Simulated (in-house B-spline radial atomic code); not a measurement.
A radial electron density 4πr²n(r) was computed for an atom or ion in its tabulated ground configuration with a B-spline radial code for spherical atoms; method: non-relativistic BP86, spin-polarised, spherical fractional occupations. Columns: r (bohr), 4πr²n(r) (electrons per bohr), bar.

```
  0.0102   0.1486 #
   0.012   0.2012 #
   0.014   0.2674 ##
  0.0165   0.3604 ###
  0.0193   0.4767 ###
  0.0227    0.633 ####
  0.0266   0.8294 ######
  0.0312     1.08 ########
  0.0366    1.393 ##########
   0.043     1.78 #############
  0.0504    2.239 ################
  0.0592    2.781 ####################
  0.0694    3.384 ########################
  0.0814    4.037 #############################
  0.0956    4.707 #################################
   0.112    5.325 ######################################
   0.132    5.849 #########################################
   0.154    6.159 ############################################
   0.181    6.222 ############################################
   0.212    5.978 ##########################################
   0.249    5.416 ######################################
   0.292    4.608 #################################
   0.343    3.661 ##########################
   0.403    2.747 ###################
   0.472    2.044 ##############
   0.554     1.64 ############
    0.65    1.567 ###########
   0.763    1.752 ############
   0.895    2.049 ##############
    1.05    2.298 ################
    1.23    2.372 #################
    1.45    2.213 ################
     1.7    1.863 #############
    1.99    1.413 ##########
    2.33   0.9602 #######
    2.74   0.5723 ####
    3.21   0.3042 ##
    3.77   0.1393 #
    4.42  0.05538 
    5.19  0.01862 
    6.09 0.005317
```

(1) Which atom or ion is it?
A. C
B. N
C. Be
D. O2+

Answers

(1) A. The area under the curve, ∫4πr²n dr = ∫r·4πr²n d(ln r) on this logarithmic grid, is 6 electrons; among the options with that count, the innermost peak, which lies near 1/Z bohr, picks Z = 6. The configuration is [He] 2s2 2p2.
